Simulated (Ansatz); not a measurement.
Species: CH4BO2 (charge -1, singlet). It need not be the lowest isomer of its formula. Whether it binds its extra electron was not tested at this geometry. SMILES: CB([O-])O
Coordinates optimised at B3LYP-D3(BJ)/def2-TZVP (Ansatz, a quantum-chemistry and plane-wave program):
```xyz
8

C     -1.4875    -0.0909    -0.1357
B      0.1192     0.1416    -0.0282
O      0.7660     1.2323    -0.2748
O      0.7682    -1.0877     0.4000
H     -1.9147    -0.4023     0.8266
H     -2.0000     0.8198    -0.4564
H     -1.7321    -0.8895    -0.8485
H      1.7019    -0.8470     0.4318
```
Charge -1, spin multiplicity 1.

Parts of the frozen-core correlation energy in aug-cc-pVQZ (Ansatz, hartree). Frozen orbitals: 4; correlated occupied orbitals by spin: 12 and 12; virtual: 488 and 488. No spin-orbit coupling. No relativistic terms.

```
term                            value
-------------------------  ----------
reference (HF)             -214.81544
MP2 opposite-spin                 ___
MP2 same-spin                -0.20291
CCSD correlation                  ___
(T)                               ___
T1 diagnostic                   0.015
largest doubles amplitude       0.017
```

Q: Some entries are withheld; supply them.

A: 
- MP2 opposite-spin, value: -0.64153
- CCSD correlation, value: -0.84906
- (T), value: -0.03635
